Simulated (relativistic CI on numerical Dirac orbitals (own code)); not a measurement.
Computed by Dirac equation for one electron, model QED (radiative potential, 1s self-energy scaled to tabulated hydrogen-like ionisation energies) (own radial code, finite nucleus).

The strongest absorption lines from the ground level of an ion, among the configurations computed and to levels below about 51900 eV (vacuum wavelength in nm, gf): 0.02388 (0.0091), 0.02417 (0.016), 0.02473 (0.034), 0.02478 (0.016), 0.02603 (0.092), 0.02615 (0.046), 0.03059 (0.46), 0.03114 (0.26).

**Question.** Which ion is it?
A. Lu70+
B. Ba55+
C. Pm60+
D. Dy65+

**Answer.** C. Pm60+ has 1 electrons and the ground level 1s 2S_1/2; the strongest line goes to 2p 2P°_3/2. The pattern of lines fixes the number of electrons, and along that sequence the line energies rise steadily with the charge (about as its square where n changes within one kind of shell, about linearly where n is kept but much faster in heavy ions where fine structure, which grows about as Z⁴, sets the gap, and irregularly where shells cross), which fixes Z. Configurations outside the model, such as inner-shell arrays, can give stronger lines.
